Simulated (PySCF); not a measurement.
CH₄ClNOSi₂, SMILES Cl[Si@@]1(N=C[SiH2]1)O. Geometry optimised at TPSSh-D3(BJ)/def2-SVP. The structure was generated by enumeration; whether it is a known compound was not checked. The values are those of a single conformer.

Level of theory: TPSSh-D3(BJ)/def2-SVP (PySCF).

Harmonic wavenumbers (cm⁻¹): 90, 123, 172, 230, 266, 289, 393, 460, 480, 558, 592, 642, 736, 769, 794, 900, 931, 957, 1295, 1563, 2233, 2246, 3029, 3815. Rotational constants (GHz): 2.799, 1.363, 1.268; symmetry number 1.

Question: Work out the zero-point energy and the ideal-gas rigid-rotor harmonic-oscillator thermochemistry at 298.15 K and 1 atm.

Answer: ZPE = ½ Σ hcν = ½ × 23561 cm⁻¹ = 33.68 kcal/mol. H − E(el) = 39.31 kcal/mol. Entropy in cal/(mol K): translation 40.67, rotation 28.59, vibration 19.08, total 88.34. G − E(el) = 12.97 kcal/mol. Cp = 29.90 cal/(mol K). Modes under 150 cm⁻¹ make the vibrational entropy uncertain.
